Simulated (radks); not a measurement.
Results of a calculation; reference values are marked as such.
Task: Neutral bismuth, 83 electrons, occupied as [Hg] 6p3. Level of theory: Dirac Kohn-Sham, PBE, spin-unpolarised, spherical densities, finite nucleus; open shells fill j = l - 1/2 first; Fermi nuclear charge, rms radius 5.5211 fm (a radial shooting solver on a logarithmic mesh with Libxc functionals). Some entries of the table are withheld. Estimate them.

orbital  occ.  eigenvalue (eV)  r(max) (bohr)  <r> (bohr)
1s1/2       2              (1)       0.009661     0.01580
2s1/2       2        -16237.42        0.05643     0.06579
2p1/2       2        -15608.15        0.04119     0.05388
2p3/2       4        -13288.75        0.04902     0.06293
3s1/2       2        -3918.369         0.1588      0.1710
3p1/2       2        -3632.270         0.1478      0.1615
3p3/2       4        -3112.968         0.1636      0.1780
3d3/2       4        -2641.408         0.1269      0.1545
3d5/2       6        -2531.297         0.1312      0.1595
4s1/2       2        -898.5698         0.3564      0.3770
4p1/2       2        -773.8246         0.3537      0.3778
4p3/2       4        -645.8550         0.3855      0.4124
4d3/2       4        -442.2963         0.3763      0.4161
4d5/2       6        -418.4071         0.3859      0.4271
5s1/2       2        -156.2869         0.7719      0.8320
4f5/2       6        -154.2766         0.3399      0.4381
4f7/2       8        -148.7865         0.3444      0.4442
5p1/2       2        -113.0063            (2)      0.8856
5p3/2       4         -88.3733            (3)      0.9752
5d3/2       4         -27.9896            (4)       1.212
5d5/2       6         -24.9995            (5)       1.257
6s1/2       2         -13.8402          1.879       2.190
6p1/2       2          -5.5601          2.247       2.787
6p3/2       1          -3.7103          2.582       3.262

Result: 
(1) 1s1/2 eigenvalue (eV): -90450.36
(2) 5p1/2 r(max) (bohr): 0.8073
(3) 5p3/2 r(max) (bohr): 0.8833
(4) 5d3/2 r(max) (bohr): 1.017
(5) 5d5/2 r(max) (bohr): 1.047
